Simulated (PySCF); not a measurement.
# One molecule, several mistakes: AlCH4O

Calculated results; nothing here was measured. The program is PySCF 2.14.0, an open-source quantum chemistry code, run on an isolated molecule that a program drew, which may never have been made. The molecule is AlCH4O (charge 0, doublet), drawn as the SMILES string `O[CH2][AlH]`.

Each row is a Hartree-Fock (HF) and frozen-core CCSD(T) single point in the cc-pV(D+d)Z basis, meant for a local HF minimum. Run 1 is clean. Each other run has one planted mistake out of seven kinds, and not every kind appears here: one electron removed, one electron added, multiplicity raised by two, geometry at a saddle point, minimal basis STO-3G, one bond length entered in bohr, all coordinates scaled. The reference is restricted for singlets and unrestricted otherwise, and also for a bond in bohr. Adding or removing an electron swaps singlet and doublet. Electrons count all cores. HOMO and LUMO are orbital energies over both spins, the gradient is its largest component, and the lowest frequency (negative if imaginary) is given only where the gradient is small. Bond lengths are over the 6 bonds as drawn. T1 is the CCSD diagnostic: over 0.02 (restricted) or 0.045 (unrestricted) a single reference is doubtful.

Geometry of the clean run:
```xyz
7
AlCH4O, angstrom
O    -1.4027    1.1772   -1.5524
C    -0.6865    0.2171   -0.7981
Al    0.8421   -0.4904   -1.8635
H    -2.1253    1.5072   -1.0395
H    -0.3051    0.6495    0.1405
H    -1.3362   -0.6196   -0.4958
H     1.7460   -1.5902   -1.1351
```

| run | electrons | basis functions | <S^2> | HOMO (eV) | LUMO (eV) | gradient (hartree/bohr) | lowest frequency (cm^-1) | mean bond (Å) | longest bond (Å) | T1 | HF (hartree) | CCSD(T) (hartree) | mistake |
|---|---|---|---|---|---|---|---|---|---|---|---|---|---|
| 1 | 31 | 71 | 0.754 | -7.91 | 0.97 | 3.6e-05 | 155 | 1.3594 | 1.993 | 0.0121 | -356.92191 | -357.34130 | no fault |
| 2 | 32 | 71 | 0.000 | 0.02 | 6.68 | 4.8e-02 | - | 1.3594 | 1.993 | 0.0131 | -356.89507 | -357.34761 | one electron added |
| 3 | 30 | 71 | 0.000 | -16.54 | -6.64 | 4.6e-02 | - | 1.3594 | 1.993 | 0.0144 | -356.65392 | -357.07108 | one electron removed |
| 4 | 31 | 23 | 0.755 | -4.63 | 7.53 | 5.4e-02 | - | 1.3594 | 1.993 | 0.0092 | -352.49959 | -352.64006 | ? |
| 5 | 31 | 71 | 1.711 | -7.68 | 1.03 | 2.9e-02 | - | 1.5693 | 2.675 | 0.0240 | -356.82980 | -357.20402 | ? |

**Which mistake was planted in run 4, and what did it cost?**

It has 23 basis functions where the clean run has 71, with the same electrons and geometry. So the mistake is: minimal basis STO-3G. Subtracting run 1 and multiplying by 627.51 kcal/mol a hartree, the energy moved by 2775.0 kcal/mol in HF and 2950.1 kcal/mol in CCSD(T).

**Which mistake was planted in run 5, and what did it cost?**

The mean bond changes by a factor of 1.154 and the longest by 1.342, so the molecule wasn't scaled as a whole. A length L in bohr read as angstrom grows by (1/0.5292 - 1) L = 0.890 L. The 6 bonds together grew by 6 x 0.2099 = 1.259 Å, which gives L = 1.415 Å. That is bond O1-C2, 1.416 Å in the clean geometry. So the mistake is: one bond length entered in bohr. Subtracting run 1 and multiplying by 627.51 kcal/mol a hartree, the energy moved by 57.8 kcal/mol in HF and 86.1 kcal/mol in CCSD(T).

Cautions from the logs. Run 2: the HOMO is above zero, so the electron isn't bound and the energy depends on the basis.
